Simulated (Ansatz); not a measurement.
Calculated with Ansatz (gas phase, PBE0-D4/def2-TZVP geometries, no zero-point term in ΔE). CCSD(T)/CBS is the MP2 limit (def2-TZVPP, def2-QZVPP) plus CCSD(T) − MP2 in def2-TZVPP, frozen cores. Functionals use def2-TZVPP. B3LYP here is the variant with VWN-RPA as its local correlation; programs differ in this. One conformer a species, not always the lowest.

`BC([SiH3])B[SiH3]` + `CBCl` → `CB(Cl)B[SiH3]` + `BC[SiH3]`  (formal exchange of groups at a B–C bond)

| species | B3LYP-D4 energy (Eh) |
| --- | --- |
| `BC([SiH3])B[SiH3]` | -672.89223 |
| `CBCl` | -525.66896 |
| `CB(Cl)B[SiH3]` | -841.83483 |
| `BC[SiH3]` | -356.71510 |

(1) Work out ΔE.

Largest T1 diagnostic among the species: 0.013.

Answers

(1) ΔE = (-841.83483) + (-356.71510) − (-672.89223) − (-525.66896) = 0.01126 Eh = +29.6 kJ/mol. CCSD(T)/CBS gives +38.9 kJ/mol.

In def2-TZVPP, CCSD(T) changes the Hartree–Fock value by +25.6 kJ/mol (the triples alone add +4.8 kJ/mol) and MP2 by +33.1 kJ/mol. The D4 term adds +9.3 kJ/mol with B3LYP and +4.8 kJ/mol with PBE0; it sums over pairs of atoms, weighted by their polarisabilities, and B3LYP, whose exchange is more repulsive, gets the larger term.
